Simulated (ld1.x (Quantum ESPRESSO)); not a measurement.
An all-electron radial function and its pseudo partner (carbon)

Columns: radius, all-electron u(r) and pseudo u(r) of the 2s shell (level -13.64 eV) of carbon in the configuration [He] 2s2 2p2; LDA (PZ), scalar-relativistic, TM semilocal scheme, ld1.x (Quantum ESPRESSO) 7.5.

```
r (bohr)  all-electron   pseudo
   0.155        0.3491  -0.1055
   0.310        0.1376  -0.2179
   0.465       -0.1720  -0.3429
   0.620       -0.4386  -0.4810
   0.775       -0.6289  -0.6200
   0.930       -0.7455  -0.7340
   1.085       -0.8024  -0.7994
   1.240       -0.8149  -0.8148
   1.395       -0.7966  -0.7966
   1.550       -0.7584  -0.7584
   1.705       -0.7084  -0.7084
   1.860       -0.6522  -0.6522
   2.015       -0.5939  -0.5939
   2.170       -0.5361  -0.5361
   2.325       -0.4806  -0.4806
   2.480       -0.4284  -0.4284
   2.635       -0.3801  -0.3801
   2.790       -0.3360  -0.3360
   2.945       -0.2959  -0.2959
   3.100       -0.2599  -0.2599
   3.255       -0.2277  -0.2277
   3.410       -0.1990  -0.1990
   3.565       -0.1736  -0.1736
   3.720       -0.1513  -0.1513
   3.875       -0.1316  -0.1316
   4.030       -0.1143  -0.1143
```

(1) How many radial nodes do the two functions have?

(2) At about which radius was the pseudo-wave matched?

(3) Is the pseudo-wave norm-conserving?

Results:

(1) The all-electron 2s function has n − l − 1 = 1; the pseudo-wave has 0, since the states of the same l below it are removed with the core.

(2) 1.35 bohr, where the columns begin to agree (steps of 0.15 bohr).

(3) Yes: the TM semilocal scheme keeps the norm inside the radius equal to the all-electron one, which fixes the energy derivative of the logarithmic derivative at the level.
